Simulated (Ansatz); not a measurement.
Basis-set series for F₂H₆N₂SSi₂ (`N[Si@@H](F)S[Si@@H](N)F`). Total charge 0; spin multiplicity 1. Geometry: relaxed with PBE0-D4/def2-TZVP. It is one conformer, not always the lowest.

```
functional       basis  functions  energy (Eh)  HOMO (eV)  LUMO (eV)
   PBE0-D4    def2-SVP        140  -1288.98980      -7.52       1.25
   PBE0-D4  def2-QZVPP        618  -1289.79088      -7.72       0.29
   ωB97M-V    def2-SVP        140  -1289.52613      -9.67       3.01
   ωB97M-V  def2-QZVPP        618  -1290.33186      -9.91       1.54
```

Task: Give the rows for def2-TZVPP. (An estimate is asked.)

Result: Computed: 
```
functional       basis  functions  energy (Eh)  HOMO (eV)  LUMO (eV)
   PBE0-D4  def2-TZVPP        334  -1289.74016      -7.67       0.59
   ωB97M-V  def2-TZVPP        334  -1290.28451      -9.86       2.14
```

Positive LUMOs are unbound and depend on the basis.
